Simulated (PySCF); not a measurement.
# MCo anions for M along the halogens

HF with triple-zeta basis sets in PySCF, for the lowest determinant that a PBE0 search found; no spin–orbit coupling. De refers to high-spin ground-configuration atoms (the charge goes to the atom of lower measured ionisation energy or higher electron affinity, which is not always the lowest computed limit). A positive dipole points towards Co; it is taken about the centre of mass and depends on that origin.

```json
{"M": "F", "basis": "def2-TZVPPD", "reference": "UHF", "charged atom": "F−", "state (unpaired electrons)": "quartet (σ ↑, π ↑, δ ↑)", "Re (Å)": "1.903", "ωe (cm⁻¹)": "482", "De (eV)": "n/a", "μ (D)": "-1.10"}
{"M": "Cl", "basis": "def2-TZVPPD", "reference": "UHF", "charged atom": "Cl−", "state (unpaired electrons)": "quartet (σ ↑, π ↑, δ ↑)", "Re (Å)": "2.476", "ωe (cm⁻¹)": "214", "De (eV)": "n/a", "μ (D)": "-0.59"}
{"M": "Br", "basis": "def2-TZVPPD", "reference": "UHF", "charged atom": "Br−", "state (unpaired electrons)": "quartet (σ ↑, π ↑, δ ↑)", "Re (Å)": "2.710", "ωe (cm⁻¹)": "137", "De (eV)": "n/a", "μ (D)": "-2.20"}
```

The shortest bond is that of CoF⁻ (1.903 Å), the longest that of CoBr⁻ (2.710 Å).

Down a group the atoms grow and get heavier, so bonds lengthen and wavenumbers fall; this series shows no clear exception.

Spin–orbit coupling is left out. Hartree–Fock leaves out correlation, which carries a large part of most bond energies and some tenths to 1 eV of ionisation energies. The state is the lowest single determinant that the PBE0 search found; with open d or f shells the true ground state can be another one.
